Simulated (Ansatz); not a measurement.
`CC#C[SiH2]C` and `CC#[C][GeH3]` differ in one atom or group.

Ansatz, PBE0-D4/def2-TZVP geometries, multiplicity 1. 

Scalar relativity is left out up to krypton.

```json
{"property": "HOMO energy (ωB97M-V/def2-TZVPP) / eV", "`CC#C[SiH2]C`": "-9.79"}
{"property": "size of the dipole moment (PBE/def2-TZVPP) / D", "`CC#C[SiH2]C`": "1.48"}
{"property": "HOMO energy (PBE0/def2-TZVPP) / eV", "`CC#C[SiH2]C`": "-7.57"}
{"property": "LUMO energy (ωB97M-V/def2-TZVPP) / eV", "`CC#C[SiH2]C`": "2.04"}
{"property": "HOMO energy (PBE/def2-TZVPP) / eV", "`CC#C[SiH2]C`": "-6.38"}
{"property": "LUMO energy (PBE0/def2-TZVPP) / eV", "`CC#C[SiH2]C`": "0.26"}
```

(1) What does the change do to each property? (Best estimate.)

Answers

(1) Computed: 
| property | `CC#[C][GeH3]` | shift |
| --- | --- | --- |
| HOMO energy (ωB97M-V/def2-TZVPP) / eV | -9.81 | -0.02 |
| size of the dipole moment (PBE/def2-TZVPP) / D | 1.17 | -0.31 |
| HOMO energy (PBE0/def2-TZVPP) / eV | -7.59 | -0.02 |
| LUMO energy (ωB97M-V/def2-TZVPP) / eV | 2.50 | 0.46 |
| HOMO energy (PBE/def2-TZVPP) / eV | -6.39 | -0.01 |
| LUMO energy (PBE0/def2-TZVPP) / eV | 0.53 | 0.27 |

Dipoles are sizes alone; their direction can turn.
